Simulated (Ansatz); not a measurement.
Li4H4⁺, that is (LiH)4 cube with one electron fewer. Total charge 1; doublet. Geometry PBE-D4/def2-TZVP, that of the neutral singlet; atoms count from 1.

```xyz
8

Li   -0.0865    1.1398   -1.0097
H    -0.0313    1.4367    0.7970
Li    1.2721    0.1498    0.8280
H     1.3085   -0.0472   -0.9928
Li    0.0290   -1.3335   -0.7398
H    -1.3705   -0.1614   -0.8921
Li   -1.2145    0.0438    0.9215
H     0.0932   -1.2280    1.0879
```

Q: Estimate the Mulliken populations from the PBE0/def2-TZVP orbitals of Ansatz.

A: 
```
atom  charge (e)  spin (α − β)
 Li1        0.47         -0.01
  H2       -0.22          0.26
 Li3        0.47         -0.01
  H4       -0.22          0.26
 Li5        0.47         -0.01
  H6       -0.22          0.26
 Li7        0.47         -0.01
  H8       -0.22          0.26
```
Mulliken values and Mayer orders depend strongly on the basis.

Q: Where does the spin sit?

A: Summed by element: Li -0.06, H 1.06, of 1 unpaired in all. Largest on single atoms: H8 0.26, H2 0.26, H4 0.26.
